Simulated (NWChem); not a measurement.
System: C2H2BF3; SMILES F/C=C\B(F)F

The following NWChem deck was run.

```
start job
memory heap 200 mb stack 700 mb global 900 mb
geometry units angstroms noautosym nocenter noautoz
  F     -0.584911     1.976816     0.000000
  C      0.660818     1.544073     0.000000
  C      0.991449     0.249143     0.000000
  B     -0.013939    -0.922656     0.000000
  F     -1.321937    -0.750363     0.000000
  F      0.421792    -2.172084     0.000000
  H      1.377502     2.373876     0.000000
  H      2.064062     0.038784     0.000000
end
basis spherical
  F library 6-31+g*
  C library 6-31+g*
  B library 6-31+g*
  H library 6-31+g*
end
dft
  xc pbe0
  iterations 150
end
property
  response 1 0.0428
end
task dft property
```

Output (shortened):

```
             Northwest Computational Chemistry Package (NWChem) 7.3.0
             --------------------------------------------------------

                             Geometry "geometry" -> ""
                             -------------------------

 Output coordinates in angstroms (scale by  1.889725989 to convert to a.u.)

  No.       Tag          Charge          X              Y              Z
 ---- ---------------- ---------- -------------- -------------- --------------
    1 F                    9.0000    -0.58491100     1.97681600     0.00000000
    2 C                    6.0000     0.66081800     1.54407300     0.00000000
    3 C                    6.0000     0.99144900     0.24914300     0.00000000
    4 B                    5.0000    -0.01393900    -0.92265600     0.00000000
    5 F                    9.0000    -1.32193700    -0.75036300     0.00000000
    6 F                    9.0000     0.42179200    -2.17208400     0.00000000
    7 H                    1.0000     1.37750200     2.37387600     0.00000000
    8 H                    1.0000     2.06406200     0.03878400     0.00000000

 Effective nuclear repulsion energy (a.u.)     212.9573670770

                              NWChem Property Module
                              ----------------------

                                 NWChem DFT Module
                                 -----------------

 Summary of "ao basis" -> "ao basis" (spherical)
 ------------------------------------------------------------------------------
       Tag                 Description            Shells   Functions and Types
 ---------------- ------------------------------  ------  ---------------------
 F                          6-31+g*                  8       18   4s3p1d
 C                          6-31+g*                  8       18   4s3p1d
 B                          6-31+g*                  8       18   4s3p1d
 H                          6-31+g*                  2        2   2s

            General Information
            -------------------
          SCF calculation type: DFT
          Wavefunction type:  closed shell.
          No. of atoms     :     8
          No. of electrons :    46
           Alpha electrons :    23
            Beta electrons :    23
          Charge           :     0
          Spin multiplicity:     1
          Use of symmetry is: off; symmetry adaption is: off
          Maximum number of iterations: 150
          AO basis - number of functions:   112
                     number of shells:    52
          Convergence on energy requested:  1.00D-06
          Convergence on density requested:  1.00D-05
          Convergence on gradient requested:  5.00D-04

              XC Information
              --------------
                         PBE0 Method XC Functional
                     Hartree-Fock (Exact) Exchange  0.250
          PerdewBurkeErnzerhof Exchange Functional  0.750
            Perdew 1991 LDA Correlation Functional  1.000 local
           PerdewBurkeErnz. Correlation Functional  1.000 non-local

             Grid Information
             ----------------
          Grid used for XC integration:  medium
          Radial quadrature: Mura-Knowles
          Angular quadrature: Lebedev.
          Tag              B.-S. Rad. Rad. Pts. Rad. Cut. Ang. Pts.
          ---              ---------- --------- --------- ---------
          F                   0.50       49          12.0       434
          C                   0.70       49          13.0       434
          B                   0.85       49          12.0       434
          H                   0.35       45          12.0       434
          Grid pruning is: on
          Number of quadrature shells:   384
          Spatial weights used:  Erf1

      Superposition of Atomic Density Guess
      -------------------------------------

 Sum of atomic energies:        -398.98811385

      Non-variational initial energy
      ------------------------------

 Total energy =    -401.217200
 1-e energy   =    -974.466214
 2-e energy   =     360.291647
 HOMO         =      -0.322173
 LUMO         =      -0.010032

   convergence    iter        energy       DeltaE   RMS-Dens  Diis-err
 ---------------- ----- ----------------- --------- --------- ---------
 d= 0,ls=0.0,diis     1   -401.3743286256 -6.14D+02  1.35D-02  1.10D+00
 d= 0,ls=0.0,diis     2   -401.3385152754  3.58D-02  7.18D-03  1.81D+00
 d= 0,ls=0.0,diis     3   -401.4977817896 -1.59D-01  1.01D-03  2.39D-02
 d= 0,ls=0.0,diis     4   -401.4997447803 -1.96D-03  4.44D-04  2.63D-03
 d= 0,ls=0.0,diis     5   -401.5000008316 -2.56D-04  1.32D-04  5.86D-04
  Resetting Diis
 d= 0,ls=0.0,diis     6   -401.5000634110 -6.26D-05  3.43D-05  1.43D-05
 d= 0,ls=0.0,diis     7   -401.5000649171 -1.51D-06  2.20D-05  2.83D-06
 d= 0,ls=0.0,diis     8   -401.5000644542  4.63D-07  1.36D-05  7.61D-06
 d= 0,ls=0.0,diis     9   -401.5000651995 -7.45D-07  1.15D-06  2.89D-08

         Total DFT energy =     -401.500065199524
      One electron energy =     -977.586021674302
           Coulomb energy =      409.793162980948
    Exchange-Corr. energy =      -46.664573583137
 Nuclear repulsion energy =      212.957367076968

 Numeric. integr. density =       46.000007378562

[...]

 DFT Linear Response polarizability / au
 Frequency  =       0.0428000 / au
 Wavelength =    1064.5643224 / nm
              X              Y              Z
 -----------------------------------------------
 X      36.0309104     -1.1566698     -0.0000001
 Y      -1.1566733     51.5830183      0.0000000
 Z      -0.0000001      0.0000000     25.1435417
 -----------------------------------------------
 Eigenvalues =      35.9453551     51.6685736     25.1435417
 Isotropic   =      37.5858235
 Anisotropic =      23.1027714
 -----------------------------------------------

 Magnetic Dipole Response Matrix (nonzero elements):

 Exiting AOResponse driver routine
```

Level: PBE0/6-31+G* (spherical d). All runs use the structure optimised with PBE0/def2-SVP.
